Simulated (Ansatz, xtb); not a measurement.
## C2H7BGe: which of two isomers lies lower

We compare I, `B/C=[CH]/[GeH3]`, a singlet, with II, `B/C=[CH]\[GeH3]`, a singlet. Both are isolated molecules in the gas phase, relaxed with B3LYP-D3(BJ)/def2-SVP; the shapes shown needn't be the lowest conformers.

I (Å):

```xyz
11

C    -0.6092   -1.9534   -0.3361
C     0.3428   -1.9432   -1.2997
B    -1.7570   -2.9868   -0.3437
Ge    1.8364   -0.6808   -1.3850
H    -2.6061   -2.9956    0.5146
H    -1.8050   -3.8058   -1.2315
H    -0.5424   -1.1986    0.4600
H     0.2756   -2.6990   -2.0948
H     3.1737   -1.4496   -1.3415
H     1.7417    0.2825   -0.1867
H     1.7752    0.1122   -2.7073
```

II (Å):

```xyz
11

C    -0.8061   -2.6634   -1.1517
C     0.4385   -2.4299   -1.6357
B    -1.4686   -1.8087   -0.0515
Ge    1.6652   -0.9933   -1.0747
H    -2.5799   -2.0512    0.3515
H    -0.8711   -0.8730    0.4247
H    -1.3535   -3.5141   -1.5823
H     0.8324   -3.0912   -2.4216
H     2.9510   -1.1452   -1.9146
H     2.0240   -1.1198    0.4173
H     1.0544    0.3949   -1.3409
```

Quicker runs give these differences E(II) − E(I): GFN2-xTB +0.43 kJ/mol; HF/STO-3G +3.67 kJ/mol (at GFN2-xTB geometries); r2SCAN-D4/def2-SVP +1.88 kJ/mol (at GFN2-xTB geometries).

Question: Estimate E(II) − E(I) at the level CCSD(T)/def2-SVP + ΔMP2/def2-TZVPP.

Answer: Too close to call at this level: CCSD(T)/def2-SVP + ΔMP2/def2-TZVPP gives E(II) − E(I) = +6.12 kJ/mol.

Level by level:

```
                             level               geometry  E(II) − E(I) (kJ/mol)  departure from the last row (kJ/mol)  job, with rough time for the two
                          GFN2-xTB               GFN2-xTB                   +0.43                                 −5.69              optimisation, 0.21 s
                         HF/STO-3G               GFN2-xTB                   +3.67                                 −2.44              single point, 0.98 s
                r2SCAN-D4/def2-SVP               GFN2-xTB                   +1.88                                 −4.24               single point, 4.9 s
             B3LYP-D3(BJ)/def2-SVP  B3LYP-D3(BJ)/def2-SVP                   +6.44                                 +0.32             optimisation, 2.2 min
                       HF/def2-SVP  B3LYP-D3(BJ)/def2-SVP                   +9.50                                 +3.38           part of the CCSD(T) run
                      MP2/def2-SVP  B3LYP-D3(BJ)/def2-SVP                   +7.73                                 +1.61           part of the CCSD(T) run
                  CCSD(T)/def2-SVP  B3LYP-D3(BJ)/def2-SVP                   +6.86                                 +0.75                      single point
CCSD(T)/def2-SVP + ΔMP2/def2-TZVPP  B3LYP-D3(BJ)/def2-SVP                   +6.12                                                      single point, 56 s
```

As drawn, both hold the same kinds of bond in the same numbers.

GFN2-xTB, r2SCAN-D4/def2-SVP find them nearly level. The largest departure from CCSD(T)/def2-SVP + ΔMP2/def2-TZVPP is that of GFN2-xTB, 5.69 kJ/mol. The last row adds to CCSD(T) the change of the MP2 difference between the two basis sets, here −0.75 kJ/mol.

With harmonic frequencies from B3LYP-D3(BJ)/def2-SVP (ideal gas, rigid rotor, one conformer each, 298.15 K, 1 atm): the zero-point term adds +0.53 kJ/mol; ΔH is +6.22 and ΔG +7.06 kJ/mol.

The correlated steps freeze 12 core orbitals; the filled d shell of Ge is correlated, in a basis made for valence electrons. Programs: Ansatz 0.2.0, xtb 6.7.1; the last row on 2 threads of AMD EPYC 7R43 64-Core Processor (Zen 3) on a shared host.
